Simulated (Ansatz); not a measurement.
`C/N=[C](\C)[GaH2]`, charge 0, multiplicity 1.

Task: Give a relaxed structure at PBE0-D4/def2-TZVP (Ansatz 0.2.0). (Estimate.)

Result: Ansatz gave: 
Z-matrix (Å, degrees):
```
C
N 1 1.443
H 1 1.094 2 108.3
H 1 1.094 2 108.3 3 114.8
H 1 1.095 2 116.0 3 -122.6
C 2 1.275 1 121.1 3 122.9
Ga 6 1.986 2 112.6 1 180.0
C 6 1.511 2 125.3 1 -0.0
H 7 1.579 6 119.4 2 -179.8
H 7 1.565 6 119.1 2 0.2
H 8 1.090 6 111.0 2 179.8
H 8 1.095 6 111.4 2 59.6
H 8 1.095 6 111.4 2 -60.2
```
Point group Cs.
This is one stationary point; other conformers may exist.
